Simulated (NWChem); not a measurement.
System: vinylidene fluoride (C$_{2}$H$_{2}$F$_{2}$); SMILES C=C(F)F

Parts of the log:

```
             Northwest Computational Chemistry Package (NWChem) 7.3.0
             --------------------------------------------------------

 C2V symmetry detected

                             Geometry "geometry" -> ""
                             -------------------------

 Output coordinates in angstroms (scale by  1.889725989 to convert to a.u.)

  No.       Tag          Charge          X              Y              Z
 ---- ---------------- ---------- -------------- -------------- --------------
    1 C                    6.0000     0.00000000     0.00000000    -1.38203762
    2 C                    6.0000     0.00000000     0.00000000    -0.05825954
    3 F                    9.0000     0.00000000    -1.07338842     0.69346223
    4 F                    9.0000     0.00000000     1.07338842     0.69346223
    5 H                    1.0000     0.00000000     0.94577048    -1.92026864
    6 H                    1.0000     0.00000000    -0.94577048    -1.92026864

 Effective nuclear repulsion energy (a.u.)     118.1080137200

      Symmetry information
      --------------------

 Group name             C2v
 Group number             16
 Group order               4
 No. of unique centers     4

                                 NWChem DFT Module
                                 -----------------

 Summary of "ao basis" -> "ao basis" (spherical)
 ------------------------------------------------------------------------------
       Tag                 Description            Shells   Functions and Types
 ---------------- ------------------------------  ------  ---------------------
 C                          def2-svp                 6       14   3s2p1d
 F                          def2-svp                 6       14   3s2p1d
 H                          def2-svp                 3        5   2s1p

      Symmetry analysis of basis
      --------------------------

        a1         28
        a2          7
        b1         11
        b2         20

            General Information
            -------------------
          SCF calculation type: DFT
          Wavefunction type:  closed shell.
          No. of atoms     :     6
          No. of electrons :    32
           Alpha electrons :    16
            Beta electrons :    16
          Charge           :     0
          Spin multiplicity:     1
          Use of symmetry is: on ; symmetry adaption is: on
          Maximum number of iterations: 150
          AO basis - number of functions:    66
                     number of shells:    30
          Convergence on energy requested:  1.00D-06
          Convergence on density requested:  1.00D-05
          Convergence on gradient requested:  5.00D-04

              XC Information
              --------------
                         B3LYP Method XC Potential
                     Hartree-Fock (Exact) Exchange  0.200
                        Slater Exchange Functional  0.800 local
                    Becke 1988 Exchange Functional  0.720 non-local
              Lee-Yang-Parr Correlation Functional  0.810
                  VWN I RPA Correlation Functional  0.190 local

             Grid Information
             ----------------
          Grid used for XC integration:  medium
          Radial quadrature: Mura-Knowles
          Angular quadrature: Lebedev.
          Tag              B.-S. Rad. Rad. Pts. Rad. Cut. Ang. Pts.
          ---              ---------- --------- --------- ---------
          C                   0.70       49           7.0       434
          F                   0.50       49           9.0       434
          H                   0.35       45           7.0       434
          Grid pruning is: on
          Number of quadrature shells:   192
          Spatial weights used:  Erf1

      Superposition of Atomic Density Guess
      -------------------------------------

 Sum of atomic energies:        -274.83320181

      Non-variational initial energy
      ------------------------------

 Total energy =    -276.414422
 1-e energy   =    -614.371370
 2-e energy   =     219.848935
 HOMO         =      -0.278805
 LUMO         =       0.100946

      Symmetry analysis of molecular orbitals - initial
      -------------------------------------------------

  Numbering of irreducible representations:

     1 a1          2 a2          3 b1          4 b2

  Orbital symmetries:

     1 a1          2 b2          3 a1          4 a1          5 a1
     6 b2          7 a1          8 a1          9 b2         10 b1
    11 a1         12 a2         13 b2         14 a1         15 b2
    16 b1         17 b1         18 a1         19 b2         20 a1
    21 b2         22 a1         23 a1         24 b1         25 a1
    26 a1

     ---------------------------------------------
      Total Density - Mulliken Population Analysis
     ---------------------------------------------

    Atom       Charge   Shell Charges
 -----------   ------   -------------------------------------------------------
    1 C    6     6.60   1.99  0.96  0.29  2.18  1.17  0.02
    2 C    6     4.98   1.99  0.85  0.14  1.39  0.48  0.12
    3 F    9     9.34   1.99  1.14  0.76  3.42  2.03  0.01
    4 F    9     9.34   1.99  1.14  0.76  3.42  2.03  0.01
    5 H    1     0.87   0.65  0.19  0.03
    6 H    1     0.87   0.65  0.19  0.03

   convergence    iter        energy       DeltaE   RMS-Dens  Diis-err
 ---------------- ----- ----------------- --------- --------- ---------
 d= 0,ls=0.0,diis     1   -276.7488096825 -3.95D+02  2.02D-02  9.39D-01
 d= 0,ls=0.0,diis     2   -276.6634474779  8.54D-02  1.19D-02  1.85D+00
 d= 0,ls=0.0,diis     3   -276.8521071181 -1.89D-01  2.84D-03  2.60D-02
 d= 0,ls=0.0,diis     4   -276.8540928197 -1.99D-03  1.21D-03  1.44D-02
 d= 0,ls=0.0,diis     5   -276.8558588075 -1.77D-03  1.83D-04  5.62D-04
  Resetting Diis
 d= 0,ls=0.0,diis     6   -276.8558979574 -3.91D-05  5.88D-05  1.81D-05
 d= 0,ls=0.0,diis     7   -276.8559003208 -2.36D-06  8.90D-06  2.45D-07
 d= 0,ls=0.0,diis     8   -276.8559003134  7.38D-09  5.79D-06  2.77D-07

         Total DFT energy =     -276.855900313443
      One electron energy =     -615.854946576949
           Coulomb energy =      253.379312814960
    Exchange-Corr. energy =      -32.488280271407
 Nuclear repulsion energy =      118.108013719954

 Numeric. integr. density =       31.999998138037

                  Occupations of the irreducible representations
                  ----------------------------------------------

                     irrep           alpha         beta
                     --------     --------     --------
                     a1                8.0          8.0
                     a2                1.0          1.0
                     b1                2.0          2.0
                     b2                5.0          5.0

                       DFT Final Molecular Orbital Analysis
                       ------------------------------------

 Vector   14  Occ=2.000000D+00  E=-4.383493D-01  Symmetry=a1
              MO Center= -1.6D-15,  4.5D-14, -6.7D-02, r^2= 2.3D+00
   Bfn.  Coefficient  Atom+Function         Bfn.  Coefficient  Atom+Function
  ----- ------------  ---------------      ----- ------------  ---------------
    34      0.376672  3 F  pz                48      0.376672  4 F  pz
     6     -0.312176  1 C  pz                37     -0.243584  3 F  pz
    51     -0.243584  4 F  pz                20      0.240814  2 C  pz
     3     -0.216359  1 C  s                  9     -0.158612  1 C  pz
    16     -0.143732  2 C  s                 23     -0.136822  2 C  pz

 Vector   15  Occ=2.000000D+00  E=-4.152600D-01  Symmetry=b2
              MO Center= -7.6D-17, -1.5D-14, -4.2D-01, r^2= 2.8D+00
   Bfn.  Coefficient  Atom+Function         Bfn.  Coefficient  Atom+Function
  ----- ------------  ---------------      ----- ------------  ---------------
     5      0.316553  1 C  py                34      0.294121  3 F  pz
    48     -0.294121  4 F  pz                57      0.240686  5 H  s
    62     -0.240686  6 H  s                 33      0.225410  3 F  py
    47      0.225410  4 F  py                37     -0.194867  3 F  pz
    51      0.194867  4 F  pz                36     -0.150891  3 F  py

 Vector   16  Occ=2.000000D+00  E=-2.694055D-01  Symmetry=b1
              MO Center= -3.7D-16,  8.4D-16, -6.9D-01, r^2= 1.8D+00
   Bfn.  Coefficient  Atom+Function         Bfn.  Coefficient  Atom+Function
  ----- ------------  ---------------      ----- ------------  ---------------
     4      0.441253  1 C  px                18      0.365367  2 C  px
     7      0.336086  1 C  px                32      0.230075  3 F  px
    46      0.230075  4 F  px                35     -0.177074  3 F  px
    49     -0.177074  4 F  px                21      0.153674  2 C  px
    27      0.033264  2 C  d  1

 Vector   17  Occ=0.000000D+00  E= 1.800902D-02  Symmetry=b1
              MO Center=  1.8D-15,  2.8D-16, -6.1D-01, r^2= 1.9D+00
   Bfn.  Coefficient  Atom+Function         Bfn.  Coefficient  Atom+Function
  ----- ------------  ---------------      ----- ------------  ---------------
     7      0.605531  1 C  px                18     -0.581587  2 C  px
    21     -0.582325  2 C  px                 4      0.385698  1 C  px
    32     -0.199710  3 F  px                46     -0.199710  4 F  px
    35      0.192206  3 F  px                49      0.192206  4 F  px
    13      0.028357  1 C  d  1

[...]
```

Level: B3LYP/def2-SVP. Geometry: optimised at PBE0/def2-SVP. B3LYP is NWChem's, with the RPA form of VWN correlation.

Write an input that gives this output.

One answer among several that fit: the input that was run:
```
start job
memory heap 200 mb stack 900 mb global 1100 mb
geometry units angstroms noautoz
  C      0.014897    -1.383744     0.000000
  C      0.000704    -0.060042     0.000000
  F     -1.080642     0.680154     0.000000
  F      1.066012     0.703120     0.000000
  H      0.966391    -1.911793     0.000000
  H     -0.925041    -1.932095     0.000000
end
basis spherical
  * library def2-svp
end
dft
  xc b3lyp
  iterations 150
  mulliken
end
task dft energy
```
